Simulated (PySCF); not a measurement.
A structure optimised at ωB97X-D3(BJ)/def2-SVP, used in a PySCF frequency run:

```
Si
F 1 1.6077
F 1 1.6077 2 107.40
H 1 1.4688 2 109.85 3 119.44
Br 1 2.1815 4 111.76 3 121.03
```
Charge 0, spin multiplicity 1.

Problem. Write its SMILES, formula and point group.

Solution. F[SiH](F)Br, BrF₂HSi, Cs

Problem. What are its rotational constants (standard atomic weights)?

Solution. 6.7650, 2.0218, 1.6688 GHz
